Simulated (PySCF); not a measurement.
A structure optimised at PBE0-D3(BJ)/def2-SVP, used in a PySCF frequency run:

```xyz
9

F      1.3235     0.4890     1.4901
Si     0.4027     0.1097     0.2177
Cl     1.6717    -0.5005    -1.2701
N     -0.6269     1.4729    -0.2921
C     -1.7994     0.9532    -0.1652
Si    -1.6894    -0.8584     0.5083
H     -2.6931     1.5514    -0.4275
H     -2.1884    -1.9353    -0.3991
H     -2.2497    -1.0558     1.8792
```

Task: Write its SMILES and formula.

Result: F[Si@]1(Cl)N=C[SiH2]1, CH3ClFNSi2

Task: What are its rotational constants (standard atomic weights)?

Result: 2.8239, 1.3637, 1.2665 GHz
